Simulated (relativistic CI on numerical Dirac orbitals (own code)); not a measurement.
# Ir⁷⁵⁺: what numerical and physical settings do to a radial Dirac CI calculation

Reference input:

```
atom Ir  Z=77  charge=75  electrons=2
nucleus A=193  rms_radius_fm=5.4032
hamiltonian dirac-coulomb  breit=on  qed=on  c_scale=1
orbitals kli  potential=per-configuration
slater_scale 1
correlation none
mixing on
grid step=0.0125 r_max=2
scf mixing=0.4 start=green max_iterations=150 tolerance=2e-08 node_fill=0.05
configurations
  1s2
end
```

Computed lowest total energy -6414.67031 Ha, 7 SCF steps. Runs with settings changed; * marks those that are bad on purpose (the QED terms keep the true α when c is scaled):

| Changed | Outcome | Lowest level | ΔE (Ha) | First excitation (cm⁻¹) | SCF steps | Message |
| --- | --- | --- | --- | --- | --- | --- |
| SCF mixing 0.2 | converged | 1s2 1S_0 | -3.64e-12 |  | 7 |  |
| Breit term off | converged | 1s2 1S_0 | -6.69 |  | 7 |  |
| SCF mixing 0.1 | converged | 1s2 1S_0 | 5.46e-12 |  | 7 |  |
| speed of light × 2, end of the grid at 1.0 bohr | converged | 1s2 1S_0 | 422 |  | 7 |  |
| node fill of the KLI weights 50 * | converged | 1s2 1S_0 | 0 |  | 7 |  |
| SCF tolerance 0.3 * | converged | 1s2 1S_0 | -0.000564 |  | 3 |  |
